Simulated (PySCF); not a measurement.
Precursor series Cd NH2-Br. All species are isolated molecules in the gas phase. One relaxed conformer stands for each flexible species; it need not be the lowest.

The charge on the central atom (Mulliken) from two functionals at the same geometries (PBE-D3(BJ)/def2-SVP), both in PySCF: PBE-D3(BJ)/def2-TZVP and B3LYP-D3(BJ)/def2-TZVP. B3LYP has the VWN-RPA correlation part, as in Gaussian. 

| species | PBE-D3(BJ)/def2-TZVP (e) |
|---|---|
| 0 of 2 NH2 replaced by Br ([Cd(NH2)2]) | 0.66 |
| 1 of 2 NH2 replaced by Br ([Cd(NH2)(Br)]) | 0.65 |
| 2 of 2 NH2 replaced by Br ([Cd(Br)2]) | 0.66 |

What does B3LYP-D3(BJ)/def2-TZVP give for each?


- 0 of 2 NH2 replaced by Br ([Cd(NH2)2]): 0.75
- 1 of 2 NH2 replaced by Br ([Cd(NH2)(Br)]): 0.72
- 2 of 2 NH2 replaced by Br ([Cd(Br)2]): 0.71
Over these rows, drawn at random from the members with no instability flagged (it was tested for open shells, ions and some series alone), PBE minus B3LYP-D3(BJ): mean -0.07 e, from -0.09 e to -0.05 e.
